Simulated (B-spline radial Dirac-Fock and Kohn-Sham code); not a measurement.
## Dipole and non-dipole photoemission parameters of Br 3s

System: neutral bromine, configuration [Ar] 3d10 4s2 4p5; threshold 257.0 eV (tabulated edge). The computed values come from a radial B-spline solver: Dirac-Hartree-Slater photoionisation with a Latter tail; cross sections with all multipoles, angular parameters from the dipole term and its interference with E2.

| hν (eV) | σ (kb) | β | γ |
| --- | --- | --- | --- |
| 271 | 201 | 1.993 | 0.290 |
| 314 | 191 | 1.994 | 0.397 |
| 383 | 158 | 1.996 | 0.400 |
| 449 | 131 | 1.996 | 0.363 |
| 577 | 95.2 | 1.997 | 0.268 |
| 584 | 93.7 | 1.997 | 0.263 |
| 600 | 90.2 | 1.997 | 0.252 |
| 1090 | 36.0 | 1.998 | 0.011 |
| 1486.9 | 21.1 | 1.998 | -0.063 |
| 1760 | ? | ? | ? |
| 1890 | 13.6 | 1.998 | -0.077 |
| 2980 | 5.69 | 1.998 | 0.026 |
| 2984.4 | 5.67 | 1.998 | 0.026 |
| 3410 | 4.34 | 1.998 | 0.091 |
| 5160 | 1.83 | 1.998 | 0.389 |
| 5370 | 1.68 | 1.998 | 0.426 |
| 6670 | 1.05 | 1.998 | 0.647 |
| 8047.8 | 0.686 | 1.998 | 0.867 |
| 12000 | 0.270 | 1.998 | 1.429 |
| 15000 | 0.157 | 1.997 | 1.799 |

Q: Give the values at 1760 eV.

A: σ = 15.5 kb, β = 1.998, γ = -0.077. For an s subshell δ is negligible.
